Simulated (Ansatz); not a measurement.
Geometry optimisation, DFT PBE-D3(BJ), scalar-relativistic, plane waves, PAW (Ansatz).

Input:

```yaml
crystal:
  lattice:
    - [5.9, 0.0, 0.0]
    - [-4.425, 7.664325, 0.0]
    - [0.0, 0.0, 4.6846]
  atoms:
    - { symbol: Ti, position: [0.0, 0.0, 0.0] }
    - { symbol: Ti, position: [0.1666667, 0.2222222, 0.5] }
    - { symbol: Ti, position: [0.0, 0.3333333, 0.0] }
    - { symbol: Ti, position: [0.1666667, 0.5555556, 0.5] }
    - { symbol: Ti, position: [0.0, 0.6666667, 0.0] }
    - { symbol: Ti, position: [0.1666667, 0.8888889, 0.5] }
    - { symbol: Ti, position: [0.5, 0.0, 0.0] }
    - { symbol: Ti, position: [0.6666667, 0.2222222, 0.5] }
    - { symbol: Ti, position: [0.5, 0.3333333, 0.0] }
    - { symbol: Ti, position: [0.6666667, 0.5555556, 0.5] }
    - { symbol: Ti, position: [0.5, 0.6666667, 0.0] }
    - { symbol: Ti, position: [0.6666667, 0.8888889, 0.5] }
    - { symbol: H, position: [0.0013962, 0.0093309, 0.6059852] }
basis:
  ecutwfc: 420.0
kpoints:
  mp_grid: { grid: [3, 2, 4] }
hamiltonian:
  xc: pbe
  dispersion: d3bj
scf:
  occupations: { method: gaussian, width: 0.1 }
  lower_state_search: "off"
relax:
  f_tol: 0.03
  max_steps: 60
  adjacent_minimum: "off"
```

Run as:

```bash
$ ansatz run input.yaml --threads 4 --pin off --max-ram 10240MiB --backend cpu --events-out ev --progress --plain --runs-dir out
```

Task: Where does it end, and by what steps?

Result: It converged. Limits of this set-up: coarse k mesh, odd electron count without spin. After 3 steps the energy has fallen by 0.130 eV; Ti2 moved furthest, 0.10 Å.

| step | energy less start (eV) | largest force component (eV/Å) | accepted |
| --- | --- | --- | --- |
| 0 | 0.0000 | 1.184 | yes |
| 1 | -0.1043 | 0.388 | yes |
| 2 | -0.1275 | 0.069 | yes |
| 3 | -0.1296 | 0.028 | yes |

```xyz
13
Lattice="5.9000 0.0000 0.0000 -4.4250 7.6643 0.0000 0.0000 0.0000 4.6846" Properties=species:S:1:pos:R:3
Ti -0.007 -0.004 0.016
Ti 0.010 1.785 2.282
Ti -1.489 2.563 0.004
Ti -1.488 4.251 2.372
Ti -2.939 5.110 0.028
Ti -2.913 6.785 2.305
Ti 2.944 -0.013 0.001
Ti 2.948 1.711 2.331
Ti 1.489 2.590 -0.009
Ti 1.481 4.276 2.362
Ti -0.019 5.086 0.047
Ti -0.046 6.782 2.309
H -0.004 0.026 2.843
```

The run took 12 s on 4 threads of Intel(R) Xeon(R) 6975P-C (Granite Rapids), with other jobs on the host, peak memory 0.83 GiB.
